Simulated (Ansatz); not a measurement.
Mulliken charges of `C=C(N)BF` from PBE/def2-TZVPP in Ansatz (PBE0-D4/def2-TZVP geometry).

```tsv
atom	x (Å)	y (Å)	z (Å)	charge (e)
C1	-1.007	0.963	-0.033	-0.228
C2	-0.115	-0.046	-0.028	0.070
N3	-0.430	-1.374	0.161	-0.291
B4	1.360	0.338	-0.287	0.208
F5	2.296	-0.604	-0.215	-0.209
H6	-0.672	1.970	-0.243	0.095
H7	-2.066	0.819	0.160	0.069
H8	0.323	-1.980	0.435	0.169
H9	-1.314	-1.594	0.587	0.155
H10	1.706	1.456	-0.534	-0.040
```

Problem. By hand: the dipole of these point charges (1 e Å = 4.8032 D).

Solution. Σ q r = (-0.274, -0.023, 0.118) e Å, of length 0.299 e Å = 1.44 D.

Problem. How does the dipole of the full density compare? (Estimate.)

Solution. The calculation gave: (-0.253, -0.168, 0.206) e Å, 1.76 D; the point charges give 0.82 times that, at 27° from its direction.

Point charges leave out the atoms' own dipoles, such as those of lone pairs, and Mulliken's split depends on the basis, so the two needn't agree.
